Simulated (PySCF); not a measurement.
Isomers of C4H13FN2Si2, mass 164.060 u with the commonest isotopes. Level of theory: PBE0/pcSseg-1 in PySCF (dipole) on a GFN2-xTB geometry, gas phase. One conformer each, none proved a minimum here; rigid rotors.

Task: Order these by rotational constant B, smallest first.
A. `[F:1][CH2:2][CH2:3][C@@:4]1([SiH3:5])[CH2:6][NH:7][SiH2:8][NH:9]1` with F1–C2–C3–C4 71°, C2–C3–C4–Si5 -50°, C3–C4–C6–N7 79°, C4–C6–N7–Si8 32°, C6–N7–Si8–N9 -13°, N7–Si8–N9–C4 -12°
B. `[NH2:1][Si@@H:2]([SiH3:3])[N:4]1[CH2:5][CH2:6][C@H:7]([F:8])[CH2:9]1` with H–N1–Si2–Si3 54° and -171°, N1–Si2–N4–C5 -56°, Si2–N4–C5–C6 -97°, N4–C5–C6–C7 -24°, C5–C6–C7–F8 118°, C6–C7–C9–N4 24°
C. `[CH2:1]=[CH:2][N:3]([CH2:4][CH3:5])[Si@@:6]([NH2:7])([F:8])[SiH3:9]` with C1–C2–N3–C4 3°, C2–N3–C4–C5 -84°, C2–N3–Si6–N7 54°, N3–Si6–N7–H 40° and -171°
D. `[CH3:1][Si:2]1([C@@H:3]([F:4])[SiH3:5])[NH:6][CH2:7][CH2:8][NH:9]1` with C1–Si2–C3–F4 49°, C1–Si2–N6–C7 102°, Si2–N6–C7–C8 32°, N6–C7–C8–N9 -39°, C7–C8–N9–Si2 30°

Result: A (779.4 MHz), C (798.4 MHz), D (944.7 MHz), B (974.6 MHz).

Task: Order these by out-of-plane moment Σ m c² = (Ia + Ib − Ic)/2, smallest first.
A. `[CH3:1][Si:2]1([C@@H:3]([F:4])[SiH3:5])[NH:6][CH2:7][CH2:8][NH:9]1` with C1–Si2–C3–F4 49°, C1–Si2–N6–C7 102°, Si2–N6–C7–C8 32°, N6–C7–C8–N9 -39°, C7–C8–N9–Si2 30°
B. `[NH2:1][Si@@H:2]([SiH3:3])[N:4]1[CH2:5][CH2:6][C@H:7]([F:8])[CH2:9]1` with H–N1–Si2–Si3 54° and -171°, N1–Si2–N4–C5 -56°, Si2–N4–C5–C6 -97°, N4–C5–C6–C7 -24°, C5–C6–C7–F8 118°, C6–C7–C9–N4 24°
C. `[F:1][CH2:2][CH2:3][C@@:4]1([SiH3:5])[CH2:6][NH:7][SiH2:8][NH:9]1` with F1–C2–C3–C4 71°, C2–C3–C4–Si5 -50°, C3–C4–C6–N7 79°, C4–C6–N7–Si8 32°, C6–N7–Si8–N9 -13°, N7–Si8–N9–C4 -12°
D. `[CH2:1]=[CH:2][N:3]([CH2:4][CH3:5])[Si@@:6]([NH2:7])([F:8])[SiH3:9]` with C1–C2–N3–C4 3°, C2–N3–C4–C5 -84°, C2–N3–Si6–N7 54°, N3–Si6–N7–H 40° and -171°

Result: C (81.32 u·Å²), A (84.15 u·Å²), B (85.75 u·Å²), D (111.98 u·Å²).

Task: Order these by radius of gyration √(Σ m r²/M), smallest first.
A. `[CH3:1][Si:2]1([C@@H:3]([F:4])[SiH3:5])[NH:6][CH2:7][CH2:8][NH:9]1` with C1–Si2–C3–F4 49°, C1–Si2–N6–C7 102°, Si2–N6–C7–C8 32°, N6–C7–C8–N9 -39°, C7–C8–N9–Si2 30°
B. `[CH2:1]=[CH:2][N:3]([CH2:4][CH3:5])[Si@@:6]([NH2:7])([F:8])[SiH3:9]` with C1–C2–N3–C4 3°, C2–N3–C4–C5 -84°, C2–N3–Si6–N7 54°, N3–Si6–N7–H 40° and -171°
C. `[NH2:1][Si@@H:2]([SiH3:3])[N:4]1[CH2:5][CH2:6][C@H:7]([F:8])[CH2:9]1` with H–N1–Si2–Si3 54° and -171°, N1–Si2–N4–C5 -56°, Si2–N4–C5–C6 -97°, N4–C5–C6–C7 -24°, C5–C6–C7–F8 118°, C6–C7–C9–N4 24°
D. `[F:1][CH2:2][CH2:3][C@@:4]1([SiH3:5])[CH2:6][NH:7][SiH2:8][NH:9]1` with F1–C2–C3–C4 71°, C2–C3–C4–Si5 -50°, C3–C4–C6–N7 79°, C4–C6–N7–Si8 32°, C6–N7–Si8–N9 -13°, N7–Si8–N9–C4 -12°

Result: C (2.160 Å), A (2.200 Å), D (2.239 Å), B (2.279 Å).

```tsv
SMILES	point group	Ia (u·Å²)	Ib (u·Å²)	Ic (u·Å²)	κ	μa (D)	μb (D)	μc (D)
FCC[C@@]1([SiH3])CN[SiH2]N1	C1	255.25	648.40	741.03	-0.85	1.17	1.46	0.52
C=CN(CC)[Si@@](N)(F)[SiH3]	C1	331.11	632.99	740.14	-0.73	0.33	0.16	1.22
C[Si]1([C@@H](F)[SiH3])NCCN1	C1	343.21	534.96	709.87	-0.39	1.83	0.75	0.77
N[Si@@H]([SiH3])N1CC[C@H](F)C1	C1	332.73	518.57	679.81	-0.40	0.39	2.28	0.25
```
